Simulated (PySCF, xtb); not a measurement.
C3H5, SMILES [CH2]C=C (connectivity only; charge and spin as stated), charge +1, multiplicity 1.

GFN2-xTB in xtb 6.7.1 at its own geometry gives an orbital gap of 1.89 eV.

Geometry: PBE0-D3(BJ)/def2-TZVP. The multiplicity is an assumed one; other spin states were not compared. The isomer is the one that the SMILES or the coordinates give; other isomers of the formula were not compared.

**Question.** What does PBE0/def2-TZVPD (PySCF) give? (The exact figures need the calculation; the answer reports its results.)

**Answer.** gap 5.72 eV (levels -16.03 and -10.31 eV).
